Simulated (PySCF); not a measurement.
# Calculated NMR parameters of C[Si@@H]1[SiH2][SiH2][Si@H]1F

| Property | Result |
| --- | --- |
| Formula | CH9FSi4 |
| SMILES | C[Si@@H]1[SiH2][SiH2][Si@H]1F |
| InChI | InChI=1S/CH9FSi4/c1-5-3-4-6(5)2/h5-6H,3-4H2,1H3/t5-,6-/m1/s1 |
| Point group of the computed structure | C1 |
| Degrees of unsaturation | 1 |
| Carbon signals | 1 |
| Proton signals | 7 |

Atoms are numbered as in `[CH3:1][Si@@H:2]1[SiH2:3][SiH2:4][Si@H:5]1[F:6]`; H(Xn) means a hydrogen on atom n. Ha(Si3), Ha(Si4) are cis to C1 on the ring; Hb(Si3), Hb(Si4) are trans to C1 on the ring.

[PySCF 2.14: PBE0/pcSseg-1 with gauge-including orbitals; GFN2-xTB geometry; no solvent; averaged over atoms made equivalent by symmetry, fast rotation or ring inversion; no relativistic terms; a single conformation]

Referencing at the same level of theory: ¹H (σref 31.72) and ¹³C (σref 186.93) and ²⁹Si (σref 349.16) against TMS; ¹⁹F (σref 170.95) against CFCl3.

```tsv
carbon	δC, type	δH (multiplicity)	HMBC from (2–3 bonds)	span of the C tensor (ppm)
C1	-8.3, CH3	0.25 (d)	H(Si5), H(Si2), Hb(Si3), Ha(Si3)	18
```

Other nuclei:
```json
{"atoms": "H(Si5)", "nucleus": "¹H", "environment": "hydrogen on a silicon bonded to F, 2 Si, in a 4-membered ring", "δ (ppm)": "6.85", "σ (ppm)": "24.87"}
{"atoms": "H(Si2)", "nucleus": "¹H", "environment": "hydrogen on a silicon bonded to C, 2 Si, in a 4-membered ring", "δ (ppm)": "5.12", "σ (ppm)": "26.60"}
{"atoms": "Hb(Si4)", "nucleus": "¹H", "environment": "hydrogen on a silicon bonded to 2 Si, in a 4-membered ring", "δ (ppm)": "4.34", "σ (ppm)": "27.37"}
{"atoms": "Hb(Si3)", "nucleus": "¹H", "environment": "hydrogen on a silicon bonded to 2 Si, in a 4-membered ring", "δ (ppm)": "4.15", "σ (ppm)": "27.56"}
{"atoms": "Ha(Si4)", "nucleus": "¹H", "environment": "hydrogen on a silicon bonded to 2 Si, in a 4-membered ring", "δ (ppm)": "4.06", "σ (ppm)": "27.65"}
{"atoms": "Ha(Si3)", "nucleus": "¹H", "environment": "hydrogen on a silicon bonded to 2 Si, in a 4-membered ring", "δ (ppm)": "3.86", "σ (ppm)": "27.86"}
{"atoms": "F6", "nucleus": "¹⁹F", "environment": "fluorine bonded to Si", "δ (ppm)": "-266.3", "σ (ppm)": "437.2"}
{"atoms": "Si5", "nucleus": "²⁹Si", "environment": "silicon bonded to F, 2 Si, H, in a 4-membered ring", "δ (ppm)": "68.5", "σ (ppm)": "280.6"}
{"atoms": "Si2", "nucleus": "²⁹Si", "environment": "silicon bonded to C, 2 Si, H, in a 4-membered ring", "δ (ppm)": "-35.1", "σ (ppm)": "384.3"}
{"atoms": "Si4", "nucleus": "²⁹Si", "environment": "silicon bonded to 2 Si, 2 H, in a 4-membered ring", "δ (ppm)": "-92.4", "σ (ppm)": "441.6"}
{"atoms": "Si3", "nucleus": "²⁹Si", "environment": "silicon bonded to 2 Si, 2 H, in a 4-membered ring", "δ (ppm)": "-101.8", "σ (ppm)": "451.0"}
```

- δC -8.3: methyl carbon bonded to Si; an electropositive neighbour leaves it electron-rich and shielded.
- δH 6.85: hydrogen on a silicon bonded to F, 2 Si, in a 4-membered ring.
- δH 5.12: hydrogen on a silicon bonded to C, 2 Si, in a 4-membered ring.
- δH 4.34, 4.15, 4.06, 3.86: hydrogen on a silicon bonded to 2 Si, in a 4-membered ring.
- δH 0.25: hydrogen on a methyl carbon bonded to Si; an electropositive neighbour shields it, as in TMS itself.

Splittings by ¹⁹F in the carbon and heteronuclear signals aren't shown, as no couplings were computed. Shifts are as computed. Against solution values, carbons near 30 ppm lie about +3 ppm off and those near 130 ppm about +5 ppm. Of 1211 compounds with measured shifts, 218 miss one by over three times the rms of a fit or turn the order of signals round; such compounds aren't used in these exercises. Unscaled 19F shifts against computed CFCl3 carry errors that often reach 10 to 50 ppm. No couplings were computed; multiplicities are counted from neighbouring protons, with m where these are inequivalent, close in shift, in a saturated or five-membered ring or joined by F or P, and br s for small geminal =CH2 splittings.
